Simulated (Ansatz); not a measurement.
```xyz
9

C    -1.107    0.635   -0.808
Ga    0.434   -0.027    0.198
S     2.304    1.131    0.335
S     0.456   -1.956    1.269
H    -1.313   -0.031   -1.649
H    -1.991    0.658   -0.169
H    -0.919    1.638   -1.192
H     2.940    0.225    1.095
H    -0.803   -2.273    0.922
```

Charge 0, multiplicity 1.

Q: List the CAM-B3LYP/def2-TZVPP orbital energies in eV (Ansatz 0.2.0). (Estimate.)

A: Ansatz gave: Occupied: -10140.09, -2419.70, -2419.65, -1251.72, -1109.02, -1108.93, -1108.90, -278.80, -217.74, -217.69, -162.31, -162.26, -162.22, -162.18, -162.14, -162.09, -152.06, -105.52, -105.33, -105.25, -25.38, -25.24, -25.23, -25.19, -25.17, -22.00, -21.44, -21.07, -13.92, -13.22, -13.11, -12.89, -11.94, -9.81, -9.66, -9.32, -8.65. Lowest empty: 0.21, 0.73, 1.24, 1.93, 2.21, 3.21, 3.75, 3.86.
